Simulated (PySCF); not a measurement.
Exercise with solution: oscillator strength and radiative lifetime

B(Cl)(F)(OAc) (C₂H₃BClFO₂), SMILES CC(=O)OB(F)Cl.

Coordinates come from a TPSSh-D3(BJ)/def2-SVP optimisation. This is a generated structure with no PubChem entry under its InChIKey; it may be hypothetical. Other conformers were not sampled.

TDA-PBE/def2-SVPD run with PySCF puts the first singlet state with f over 0.02 at 6.42 eV (vertical), with the transition dipole (-0.151, 0.176, -0.353) in atomic units.

**Question.** Find the oscillator strength, the wavelength and the radiative lifetime that this transition would have in vacuum if emission retraced absorption.

**Answer.** 
|μ|² = 0.1784 au, so |μ| = 1.07 D. ΔE = 6.42/27.211 = 0.2359 hartree. f = (2/3) ΔE |μ|² = 0.028 (the program prints 0.028).
λ = 1239.84/6.42 = 193 nm; ν = 51781 cm⁻¹.
Einstein's coefficient A = 0.6670 ν² f s⁻¹ (ν in cm⁻¹) = 5.0e7 s⁻¹, so τ = 1/A = 20 ns. This state is S4; the lower singlets have f = 0.001, 0.002, 0.003. The figure is the radiative limit of this one transition; relaxation, internal conversion, crossing to triplets and a medium change what is measured.
